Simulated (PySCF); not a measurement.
Stepwise substitution at one centre (In C2H5-I). Gas-phase values, no solvent. One relaxed conformer stands for each flexible species; it need not be the lowest. Strings in code marks are SMILES.

Computed with PBE-D3(BJ)/def2-TZVP // CAM-B3LYP-D3(BJ)/def2-SVP (PySCF). Excitations are Tamm–Dancoff values on a coarser integration grid. The basis has no diffuse functions, so Rydberg states are missing or too high.

```csv
species,S1–T1 gap (TDA) (eV),S1 oscillator strength,S1 excitation (TDA) (eV),HOMO (eV),HOMO–LUMO gap (eV)
0 of 3 C2H5 replaced by I,0.20,(withheld),(withheld),-5.33,3.71
"1 of 3 C2H5 replaced by I (`C[CH2][In]([I])[CH2]C` (C–C–In–I torsion 0°, I–In–C–C torsion 178°))",0.10,0.000,3.69,-5.71,3.65
2 of 3 C2H5 replaced by I,0.33,(withheld),3.73,-6.30,3.55
3 of 3 C2H5 replaced by I (`[I][In]([I])[I]`),0.26,(withheld),3.01,(withheld),2.87
```

Question: Fill in the missing entries.

Answer: 
- 0 of 3 C2H5 replaced by I, S1 oscillator strength: 0.000
- 0 of 3 C2H5 replaced by I, S1 excitation (TDA) (eV): 3.78
- 2 of 3 C2H5 replaced by I, S1 oscillator strength: 0.019
- 3 of 3 C2H5 replaced by I (`[I][In]([I])[I]`), S1 oscillator strength: 0.000
- 3 of 3 C2H5 replaced by I (`[I][In]([I])[I]`), HOMO (eV): -6.71
